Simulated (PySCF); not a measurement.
## Working out the ionisation energy of Ar⁺

Ar⁺ [Ne] 3s2 3p5 (2P) → Ar²⁺ [Ne] 3s2 3p4 (3P). All numbers are calculated (PySCF 2.14, no relativity, point nucleus, in dyall-av3z (19s12p3d2f, 84 functions)). Frozen: [Ne]; the 26 highest virtual orbitals dropped. Energies in hartree (1 hartree = 27.21139 eV):

```csv
part,Ar⁺ (lower),Ar²⁺ (upper)
UHF,-526.282033,-525.312928
CCSD correlation,-0.194775,-0.159044
(T),-0.005421,-0.004076
```

**Question.** What does Hartree-Fock give?

**Answer.** (-525.312928) − (-526.282033) = 0.969105 hartree = 26.371 eV.

**Question.** What do CCSD and CCSD(T) give?

**Answer.** The CCSD correlation energies differ by 0.035731 hartree = 0.972 eV and the triples by 0.001345 hartree = 0.037 eV, so CCSD gives 27.343 eV and CCSD(T) 27.380 eV.

A first-order spin-orbit estimate adds -0.006 eV to CCSD(T) (valence), giving 27.374 eV against 27.630 eV (measured; NIST Atomic Spectra Database, ionization energies).

What remains against the reference includes basis incompleteness, the frozen core and higher excitations.
